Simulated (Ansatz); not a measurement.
C5H4N (SMILES [c]1ccccn1), doublet (typed; the unrestricted solution is spin-contaminated), at a GFN2-xTB geometry; MP2/6-31G in Ansatz (a program for electronic structure).

Ansatz was given this input:
Ansatz 0.2 input:
```yaml
crystal:
  periodic: [false, false, false]
  atoms:
    - {symbol: N, position_ang: [-0.00964627, 0.06176618, 1.39312429]}
    - {symbol: C, position_ang: [0.01052145, 0.05563648, -1.32151880]}
    - {symbol: C, position_ang: [0.00843127, 1.16003225, 0.73652206]}
    - {symbol: C, position_ang: [-0.01902078, -1.10785450, 0.76767008]}
    - {symbol: C, position_ang: [-0.00911288, -1.14219824, -0.61640106]}
    - {symbol: C, position_ang: [0.01996666, 1.26655828, -0.63906399]}
    - {symbol: H, position_ang: [0.01851369, 0.04961327, -2.40308632]}
    - {symbol: H, position_ang: [-0.03428343, -2.00036717, 1.37795163]}
    - {symbol: H, position_ang: [-0.01659046, -2.08816683, -1.13625412]}
    - {symbol: H, position_ang: [0.03516978, 2.21351181, -1.15373102]}
basis:
  gaussian:
    orbitals: 6-31G
magnetization: {spin_polarized: true, initial_magnetization: 1}
correlation: {method: mp2}
```

What the program printed (banner, timings and long lists left out):

```
Functional definition: HF
895 factors; integrals over basis functions are off by at most 2.4e-4 eV
mean field evaluation 1: about -6689.7294 eV, gradient 1.9e1 eV
mean field evaluation 2: about -6689.7417 eV, gradient 1.9e1 eV
mean field evaluation 4: about -6692.3773 eV, gradient 3.9e0 eV
mean field evaluation 8: about -6692.5525 eV, gradient 5.5e-1 eV
mean field evaluation 16: about -6692.7889 eV, gradient 2.2e-4 eV
mean field evaluation 32: about -6688.6301 eV, gradient 2.8e-6 eV
mean field -6692.78885035 eV, -245.9554537150 hartree, gradient 1.3e-6 eV, S^2 1.343771; 3 other end points of the search recorded, 0 dependent functions left out
6 core orbitals not correlated
reference -6692.78885035 eV, -245.9554537150 hartree; 15, 14 occupied and 41, 42 virtual orbitals, 895 factors
second order -12.76304687 eV of doubles, -0.00000000 eV of singles
Total energy: -6705.55189722 eV, -246.4244870363 hartree
```
